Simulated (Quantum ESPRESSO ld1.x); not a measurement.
Values are calculated unless marked as measured or tabulated.
Q: These are the eigenvalues of the occupied orbitals of an atom or ion with whole-number occupations (Ry). Level of theory: Dirac Kohn-Sham, revPBE, spin-unpolarised, spherical densities, point nucleus (ld1.x of Quantum ESPRESSO 7.5).

| orbital | eigenvalue |
|---|---|
| 1s1/2 | -1535.11 |
| 2s1/2 | -220.705 |
| 2p1/2 | -203.643 |
| 2p3/2 | -194.954 |
| 3s1/2 | -40.0952 |
| 3p1/2 | -33.5433 |
| 3p3/2 | -32.0892 |
| 3d3/2 | -20.5149 |
| 3d5/2 | -20.2352 |
| 4s1/2 | -7.29839 |
| 4p1/2 | -5.35765 |
| 4p3/2 | -5.13232 |
| 4d3/2 | -2.22072 |
| 4d5/2 | -2.19396 |
| 5s1/2 | -1.62099 |
| 5p1/2 | -1.19335 |
| 5p3/2 | -1.16405 |

Which element is it, and in what charge state? The configuration may be excited. Open shells, if any, are shared by 2j + 1.

A: Z = 43, technetium, charge +2: Tc2+ in [Kr] 4d3 5s1 5p1. The list shows which subshells hold electrons but not how many an open one holds; the 1s level, -767.55 hartree, gives Z - s = 39.2 by -(Z - s)^2/2, which with screening and relativity narrows Z to a few neighbours, and the depths of the outer levels then fix element, charge and occupations together.
